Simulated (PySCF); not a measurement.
TeF3, SMILES F[Te+](F)F, charge +1.

Geometry optimised at B3LYP-D3(BJ)/def2-SVP. The spin state was assumed, not searched. The isomer is the one that the SMILES or the coordinates give; other isomers of the formula were not compared. The def2 effective core potentials stand for the cores of Te; spin–orbit coupling is left out.

Level of theory: PBE/def2-TZVPD (PySCF).

Computed frontier levels, gap, dipole moment and polarisability:
highest occupied level: -16.55 eV
lowest empty level: -10.55 eV
orbital gap: 6.00 eV
dipole moment about the centre of nuclear charge: 3.47 D
mean static polarisability: 32.7 bohr³ (4.85 Å³)
polarisability, principal values: 29.0, 34.5, 34.5 bohr³
